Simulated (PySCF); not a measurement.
Bonds (- single, = double, # triple, : aromatic): C1-N2, N2=C3, C3-C4, C4-Si5, Si5-C6, C6-F7, C6-C8, C8-F9, C8-F10, C6-C4. C1 carries H11, H12, H13; C3 carries H14; C4 carries H15; Si5 carries H16, H17; C8 carries H18. Stereochemistry as in C/N=C/[C@@H]1[SiH2][C@@]1(F)C(F)F. H16 is cis to C3 on the ring; H17 is trans to C3 on the ring.

Theoretical values (PySCF 2.14): PBE0/pcSseg-1 with gauge-including orbitals, GFN2-xTB geometry. Fast rotation and ring inversion assumed for equivalent nuclei, non-relativistic, no solvent, one conformer.

Chemical shifts δ = σref − σ; $^{13}$C (186.93 ppm), $^{1}$H (31.72 ppm), $^{29}$Si (349.16 ppm) against TMS; NH3 for $^{15}$N (267.73 ppm); $^{19}$F (170.95 ppm) against CFCl3, all at this level.

```tsv
atoms	nucleus	count	Hirshfeld charge	δ (ppm)
Si5	$^{29}$Si	1	0.31	-123.4
C8	$^{13}$C	1	0.14	?
C4	$^{13}$C	1	-0.14	?
C6	$^{13}$C	1	-0.01	?
H11/H12/H13	$^{1}$H	3	0.04	3.65
H16	$^{1}$H	1	-0.05	4.16
C3	$^{13}$C	1	0.04	162.8
F9	$^{19}$F	1	-0.10	-136.4
H14	$^{1}$H	1	0.04	?
N2	$^{15}$N	1	-0.13	380.7
H17	$^{1}$H	1	-0.06	3.12
C1	$^{13}$C	1	-0.07	49.6
H15	$^{1}$H	1	0.04	2.65
F7	$^{19}$F	1	-0.10	?
F10	$^{19}$F	1	-0.11	-132.6
H18	$^{1}$H	1	0.05	6.95
```

Q: Complete the table.

A: 
- C8: 123.5 ppm, sp3 CH bonded to 2 F; 2 electronegative neighbours deshield it
- C6: 97.9 ppm, three-membered-ring carbon; the inductive effect lowers its shielding
- C4: 27.2 ppm, three-membered-ring carbon; carbons of three-membered rings are unusually shielded
- H14: 8.30 ppm, hydrogen on a C=N carbon
- F7: -239.6 ppm, fluorine on an sp3 carbon

Shifts are as computed. Against solution values, carbons near 30 ppm lie about +3 ppm off and those near 130 ppm about +5 ppm. Of 1309 compounds with measured shifts, 239 miss one by over three times the rms of a fit or turn the order of signals round; such compounds aren't used in these exercises. Unscaled 19F shifts against computed CFCl3 carry errors that often reach 10 to 50 ppm. Experimental scales use liquid or dissolved standards, which lie at an offset from isolated NH3 (liquid NH3: subtract about 20 ppm). Unscaled 15N shifts of sp2 nitrogen come out 20 to 40 ppm too high even then.
